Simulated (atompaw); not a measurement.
Before and after: PAW (atompaw) potential for B

```json
{
 "Element": "B",
 "Generator": "atompaw 4.2.0.5",
 "Type": "PAW",
 "Functional": "PBE",
 "Relativity": "scalar-relativistic",
 "Frozen core": "[He]",
 "Valence charge": "3",
 "Reference configuration": "2s1 2p0 (charge +2)",
 "Partial waves": "2s (bound): rc 2.90 bohr; 2s channel at -1.85 Ry: rc 1.00 bohr; 2p (bound, empty): rc 2.90 bohr; 2p channel at -0.05 Ry: rc 2.90 bohr",
 "Local potential": "troulliermartins scheme with l = 2 at -0.5 Ry, radius 2.90 bohr",
 "Core correction": "smooth core density matched at 2.80 bohr",
 "Augmentation charge": "besselshape compensation charge, radius 2.50 bohr; PAW radius 2.90 bohr; waves and projectors: custom rrkj vanderbiltortho"
}
```

Change: local potential bessel scheme, radius 2.90 bohr.

Cutoffs: the cutoffs (Ry, on a coarse ladder) from which the occupation-weighted sum of valence levels, in a spherical-Bessel basis at the reference potential, stays within 10 and 1 mRy of its value at 400 Ry; they do not see the model core or the augmentation charge, which bear on the density cutoff.

Question: What does the change do?

Answer: Both files are so soft that the ladder of cutoffs tells neither apart; both files keep a bound ghost (s); the range in which the s phases agree narrows (upper end -0.2 → -1.5); the range in which the p phases agree narrows (upper end 4.4 → 2.2).

```csv
quantity,base,changed
"cutoff, loose",6 Ry,6 Ry
"cutoff, tight",6 Ry,6 Ry
bound ghosts,s,s
s: phases at 2.91 bohr within 0.05 rad from the reference energy up to (Ry; the scan ends near 5),-0.2,-1.5
p: phases at 2.91 bohr within 0.05 rad from the reference energy up to (Ry; the scan ends near 5),4.4,2.2
lowest overlap eigenvalue by channel,"s 0.14, p 0.75","s 0.43, p 0.82"
```

 A true bound ghost makes a file unfit for plane-wave use even where its test errors are small: the radial tests pick states by their node count and pass the ghost by. The cutoffs see the waves, projectors and local potential, not the compensation charge or the core.
